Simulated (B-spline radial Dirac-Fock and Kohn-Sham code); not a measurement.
La⁷⁺: eigenvalues, ΔSCF and the reference

System: La⁷⁺, [Kr] 4d10 5s2 5p2.

The density-functional columns are spherical, spin-unpolarised Dirac-Kohn-Sham results without Breit or QED terms: −ε is minus the orbital energy of the initial state and ΔSCF the difference of two total energies. The reference in the last column comes from relaxed Dirac-Fock hole states (ΔSCF) with Breit and QED corrections and a finite nucleus. All numbers are from a radial atomic solver, in eV; a selection of levels is shown. For the 1s level of heavy atoms much of the gap between ΔSCF and the reference is the Breit and QED part, -147.4 eV here; for other levels the error of the functional can be larger.

| level | PBE −ε | PBE ΔSCF | LDA −ε | LDA ΔSCF | Dirac-Fock |
| --- | --- | --- | --- | --- | --- |
| K | 38805.0 | 39206.7 | 38764.9 | 39165.3 | 39029.9 |
| L1 | 6249.2 | 6325.6 | 6244.1 | 6320.7 | 6377.6 |
| L2 | 5899.1 | 5993.7 | 5897.1 | 5991.9 | 5997.4 |
| L3 | 5485.9 | 5573.5 | 5484.5 | 5572.2 | 5589.4 |
| M1 | 1405.4 | 1433.8 | 1404.0 | 1432.5 | 1473.0 |
| M2 | 1257.7 | 1287.2 | 1257.2 | 1286.9 | 1312.8 |
| M3 | 1177.1 | 1205.5 | 1176.8 | 1205.3 | 1231.6 |
| M4 | 918.4 | 950.1 | 918.7 | 950.4 | 954.6 |
| M5 | 901.1 | 932.4 | 901.5 | 932.8 | 937.8 |
| N1 | 352.0 | 366.5 | 351.5 | 366.0 | 384.0 |
| N2 | 297.6 | 311.8 | 297.4 | 311.6 | 322.7 |
| N3 | 280.3 | 294.1 | 280.0 | 293.8 | 305.3 |
| N4 | 190.8 | 203.9 | 190.9 | 204.0 | 203.3 |
| N5 | 187.7 | 200.7 | 187.8 | 200.8 | 200.3 |
| O1 | 116.0 | 123.7 | 116.5 | 124.2 | 121.8 |
| O2,3 | 96.76 | 103.7 | 97.22 | 104.3 | 102.7 |

Question: Order the estimates of the K (1s) level by their distance from the Dirac-Fock value, nearest first.
A. PBE −ε
B. LDA −ε
C. PBE ΔSCF
D. LDA ΔSCF

Answer: D (135.4 eV), C (176.8 eV), A (224.9 eV), B (265.0 eV).

Values without a named source are computed, but for edge energies of neutral atoms, which are taken from tables.
